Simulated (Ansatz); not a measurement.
Calculation: frozen-core CCSD(T)/cc-pVTZ // PBE-D3(BJ)/def2-TZVP in Ansatz (a first-principles code).

Ansatz 0.2 input:
```yaml
crystal:
  periodic: [false, false, false]
  atoms:
    - { symbol: O, position_ang: [-0.065336, 1.570491, 0.058071] }
    - { symbol: B, position_ang: [0.096441, 0.208864, -0.006091] }
    - { symbol: O, position_ang: [-1.03147, -0.593088, 0.11632] }
    - { symbol: O, position_ang: [1.387931, -0.240423, -0.189398] }
    - { symbol: H, position_ang: [-0.998201, 1.803525, 0.187772] }
    - { symbol: H, position_ang: [-0.865838, -1.546078, 0.064709] }
    - { symbol: H, position_ang: [1.476472, -1.203292, -0.231382] }
basis:
  gaussian: { orbitals: cc-pVTZ }
correlation:
  method: ccsd_t
```

Output:

```
Functional definition: HF
980 factors; integrals over basis functions are off by at most 1.1e-3 eV
mean field evaluation 1: about -6833.5800 eV, gradient 5.1e1 eV
mean field evaluation 2: about -6833.5824 eV, gradient 5.1e1 eV
mean field evaluation 4: about -6837.9504 eV, gradient 2.7e0 eV
mean field evaluation 8: about -6837.9763 eV, gradient 1.3e-4 eV
mean field evaluation 16: about -6837.9725 eV, gradient 2.2e-1 eV
mean field -6837.97632361 eV, -251.2909949460 hartree, gradient 1.4e-6 eV, S^2 0.000000; 0 other end points of the search recorded, 0 dependent functions left out
4 core orbitals not correlated
reference -6837.97632361 eV, -251.2909949460 hartree; 12, 12 occupied and 146, 146 virtual orbitals, 980 factors
second order -22.32960594 eV of doubles, -0.00000000 eV of singles
cycle   1  -22.02890618 eV  change    3.0e-1 eV  update   8.8e-2
cycle   2  -22.47336940 eV  change   -4.4e-1 eV  update   2.4e-2
cycle   3  -22.57271141 eV  change   -9.9e-2 eV  update   1.2e-2
cycle   4  -22.55576437 eV  change    1.7e-2 eV  update   2.4e-3
cycle   5  -22.55547278 eV  change    2.9e-4 eV  update   1.1e-3
cycle   6  -22.55585638 eV  change   -3.8e-4 eV  update   2.7e-4
cycle   7  -22.55564520 eV  change    2.1e-4 eV  update   9.3e-5
cycle   8  -22.55558353 eV  change    6.2e-5 eV  update   2.4e-5
cycle   9  -22.55558161 eV  change    1.9e-6 eV  update   7.4e-6
perturbative correction -0.80186887 eV, -0.0294681375 hartree
Total energy: -6861.33377410 eV, -252.1493654189 hartree
```

Cost: roughly 60 core-seconds.
